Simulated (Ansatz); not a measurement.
BBrClF (`FB(Cl)Br`), relaxed with RKS PBE-D4/def2-SVP in Ansatz from a rough embedded geometry. The force threshold is 0.03 eV/Å; the program also tests the step.

Charge 0, multiplicity 1.

Start:

```xyz
4

F     0.686   -1.416   -0.236
B     0.052   -0.095   -0.059
Cl   -1.102    0.533   -1.342
Br    0.365    0.978    1.637
```

```json
{"step": "1", "energy (eV)": "-85931.0542", "largest force (eV/Å)": "4.232", "largest move (Å)": "0.000"}
{"step": "2", "energy (eV)": "-85931.5651", "largest force (eV/Å)": "2.054", "largest move (Å)": "0.120"}
{"step": "3", "energy (eV)": "-85931.6946", "largest force (eV/Å)": "0.454", "largest move (Å)": "0.067"}
{"step": "4", "energy (eV)": "-85931.6977", "largest force (eV/Å)": "0.092", "largest move (Å)": "0.013"}
{"step": "5", "energy (eV)": "-85931.6983", "largest force (eV/Å)": "0.019", "largest move (Å)": "0.007"}
```

End:

```xyz
4

F     0.628   -1.279   -0.207
B     0.035   -0.107   -0.045
Cl   -1.041    0.485   -1.296
Br    0.378    0.901    1.547
```

Hardware: 2 threads of a server CPU on a shared host. Wall time 7 s, peak host memory 0.15 GiB.
